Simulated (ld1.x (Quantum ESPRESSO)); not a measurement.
Building the RRKJ potential for neodymium (Nd) (PBE, scalar-relativistic).

ld1.x (Quantum ESPRESSO) 7.5 input, shortened:

```
&input
   title='Nd', zed=60., rel=1, dft='PBE', iswitch=3,
   config='[Xe] 4f4 5d0 6s2 6p0'
 /
 &inputp
   pseudotype=2, tm=.false., lloc=1,
   nlcc=.true., new_core_ps=.true., rcore=1.60
 /
4
5S  1  0   2.00   0.00  2.65  2.65  0.0
5D  3  2   0.00   0.00  2.90  2.90  0.0
4F  4  3   4.00   0.00  1.70  1.70  0.0
5P  2  1   6.00   0.00  1.75  1.75  0.0
 &test
   configts(1)='4f4 5s2 5p6 5d0 6s2 6p0'
 /
```

Occupied shells without a wave of their own: 6s. They enter only through the test configuration that unscreens the potential, and ld1.x also counts them in the model core charge.

All-electron outer shells of the reference configuration (PBE, scalar-relativistic, ld1.x):

```csv
shell,level (eV),outermost node (bohr),outermost maximum (bohr)
4p,-225.97,0.32,0.59
4d,-116.67,0.29,0.62
5s,-40.46,0.72,1.32
5p,-22.09,0.77,1.50
6s,-3.50,1.77,3.78
5d,-1.92,0.88,2.24
4f,-1.75,–,0.67
6p,-1.23,2.14,5.04
```

(1) Estimate the cutoffs (Ry, on a coarse ladder) from which the occupation-weighted sum of valence levels, in a spherical-Bessel basis at the reference potential, stays within 10 and 1 mRy of its value at 400 Ry.

(2) Does the potential have ghost states?

(3) Which valence shell sets the plane-wave cutoff?

Results:

(1) 80 Ry and 110 Ry.

(2) No extra level below or beside the all-electron valence levels (s, d, f, p tested).

(3) 4f: its level needs 100 Ry to come within 1 mRy, against 55 Ry for 5p.

Its largest configuration-test error is -4149 meV (4f3 5s2 5p6 5d0 6s0 6p0), which is poor. 1 of 7 tests not solved or not reliable. Not counted: 4f4 5s2 5p6 5d0 6s0 6p1 (solver errors, printed error -10.0 eV).

ld1.x takes every shell without a wave as core, so the model core holds the 6s electrons as well and exchange and correlation see them twice. This cancels in the reference configuration, but the file is broken for other ones, and its errors say nothing about a proper core correction.
